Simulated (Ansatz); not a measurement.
Molecule: difluoro(dimethyl)germane, C2H6F2Ge, charge 0, multiplicity 1. SMILES: [CH3][Ge]([CH3])([F])[F]
Geometry: optimised at B3LYP-D3(BJ)/def2-TZVP (Ansatz, a first-principles code).

Quantity: atomisation energy (electronic, to ground-state atoms), in kcal/mol. Cores are frozen in the correlated levels unless marked. Open shells are spin-unrestricted. No spin-orbit coupling. Frozen are the shells of the preceding noble gas and the d and f shells that filled before the atom's block. Non-relativistic. The coupled-cluster limit lacks core correlation, which all-electron functionals hold. CBS(X,Y): correlation extrapolated as X^-3; Hartree-Fock from the larger set.

| level | program | atomisation energy (kcal/mol) |
|---|---|---|
| HF/6-31G | Ansatz | 701.7 |
| HF/aug-cc-pVTZ | Ansatz | 739.7 |
| HF/cc-pVQZ | Ansatz | 741.2 |
| r2SCAN/def2-TZVPD | Ansatz | 991.4 |

Task: Estimate the value at CCSD(T)/CBS(aug-cc-pVTZ,aug-cc-pVQZ) as computed with Ansatz.

Result: 996.2 kcal/mol
